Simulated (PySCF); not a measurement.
CH5N3OSi, SMILES N#CO[SiH](N)N. Atoms are numbered in the order given.

```xyz
11

N      2.5520     0.6338     1.4798
C      1.7935     0.2410     0.6674
O      0.9926    -0.1848    -0.2457
Si    -0.7480    -0.2945    -0.0180
N     -1.6059     1.1838     0.0207
N     -1.1369    -1.1400    -1.4574
H     -0.8824    -0.9051     1.3418
H     -1.7450     1.6885     0.8980
H     -1.6495     1.7989    -0.7946
H     -2.1109    -1.3170    -1.7064
H     -0.5055    -1.8527    -1.8275
```

Coordinates come from a PBE-D3(BJ)/def2-SVP optimisation. This is a generated structure with no PubChem entry under its InChIKey; it may be hypothetical. The values are those of a single conformer.

Method: PBE-D3(BJ)/def2-SVP (PySCF).

Frequencies are harmonic and unscaled.

Computed normal modes with their intensities:
| mode | ν (cm⁻¹) | IR (km/mol) | moving atoms (share of kinetic energy) |
|---|---|---|---|
| 1 | 34 | 1.9 | N 58 %, O 28 %, H 9 % |
| 2 | 103 | 2.3 | N 53 %, O 27 %, H 9 %, Si 8 % |
| 3 | 205 | 1.4 | H 52 %, N 35 % |
| 4 | 237 | 1.2 | N 32 %, H 25 %, O 25 %, Si 12 % |
| 5 | 276 | 29.1 | H 64 %, N 23 % |
| 6 | 319 | 6.5 | H 38 %, Si 29 %, N 22 % |
| 7 | 347 | 158.2 | H 72 %, N 23 % |
| 8 | 380 | 131.9 | H 80 %, N 18 % |
| 9 | 416 | 84.6 | H 83 %, N 14 % |
| 10 | 493 | 16.8 | C 68 %, N 16 %, Si 9 % |
| 11 | 501 | 17.5 | C 67 %, N 16 %, O 11 % |
| 12 | 634 | 76.7 | O 48 %, Si 17 %, H 14 %, C 11 %, N 10 % |
| 13 | 713 | 55.2 | H 80 %, N 10 %, Si 9 % |
| 14 | 769 | 7.5 | H 79 %, N 14 % |
| 15 | 801 | 6.4 | H 53 %, N 42 % |
| 16 | 877 | 204.0 | H 59 %, Si 20 %, N 20 % |
| 17 | 882 | 74.1 | H 49 %, N 32 %, Si 19 % |
| 18 | 960 | 219.2 | Si 43 %, H 30 %, N 27 % |
| 19 | 1173 | 191.2 | O 63 %, N 32 % |
| 20 | 1476 | 101.7 | H 88 %, N 12 % |
| 21 | 1481 | 28.3 | H 89 %, N 11 % |
| 22 | 2199 | 106.6 | H 96 % |
| 23 | 2311 | 277.4 | C 66 %, N 30 % |
| 24 | 3504 | 39.8 | H 96 % |
| 25 | 3517 | 50.1 | H 96 % |
| 26 | 3607 | 41.2 | H 91 %, N 9 % |
| 27 | 3619 | 45.6 | H 91 %, N 9 % |
